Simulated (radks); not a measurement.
Species: Lu4+. Configuration: [Kr] 4d10 4f13 5s2 5p4 6s2 (not the ground configuration).

Calculated with a radial shooting solver on a logarithmic mesh with Libxc functionals: Dirac Kohn-Sham, PBE, spin-unpolarised, spherical densities, finite nucleus; open shells are shared between the two j in proportion to 2j + 1; Fermi nuclear charge, rms radius 5.37 fm.

Energy parts (hartree):
| part | energy |
|---|---|
| total | -14572.8306 |
| kinetic | 16239.9886 |
| electron-nucleus | -36086.9224 |
| Hartree | 5573.9065 |
| exchange-correlation | -299.8033 |

Orbitals (lengths in bohr, moments of r in powers of bohr; <r^-3> diverges for s and p1/2; r(max) is where P^2 peaks; r(90%) holds 90 % of the orbital's charge):
orbital	occ.	eigenvalue (hartree)	r(max)	<r^2>	<r^-3>	r(90%)
1s1/2	2	-2322.815	0.01213	0.0005123	-	0.0351
2s1/2	2	-397.0982	0.06950	0.007862	-	0.127
2p1/2	2	-379.1803	0.05193	0.005641	-	0.112
2p3/2	4	-338.1131	0.05845	0.006850	14150	0.122
3s1/2	2	-91.78327	0.1960	0.05159	-	0.312
3p1/2	2	-83.84318	0.1839	0.04753	-	0.304
3p3/2	4	-75.08373	0.1973	0.05423	3144	0.324
3d3/2	4	-61.58575	0.1552	0.04236	539.7	0.296
3d5/2	6	-59.67327	0.1589	0.04421	465.5	0.301
4s1/2	2	-20.11571	0.4465	0.2577	-	0.686
4p1/2	2	-16.87877	0.4473	0.2675	-	0.705
4p3/2	4	-14.88151	0.4760	0.3041	717.2	0.752
4d3/2	4	-9.55212	0.4754	0.3373	106.6	0.810
4d5/2	6	-9.18624	0.4846	0.3514	90.17	0.827
4f5/2	5.57143	-2.62827	0.4627	0.5566	15.27	1.11
4f7/2	7.42857	-2.56814	0.4678	0.5734	14.59	1.13
5s1/2	2	-4.30325	1.024	1.415	-	1.61
5p1/2	1.33333	-3.34323	1.098	1.693	-	1.77
5p3/2	2.66667	-3.03693	1.173	1.931	109.7	1.89
6s1/2	2	-1.45066	2.353	6.940	-	3.51

The highest occupied level is 6s1/2 at -39.474 eV. The electron density at the nucleus is 1.112e+06 e/bohr^3. The density falls to 0.001 e/bohr^3 at r = 3.90 bohr.
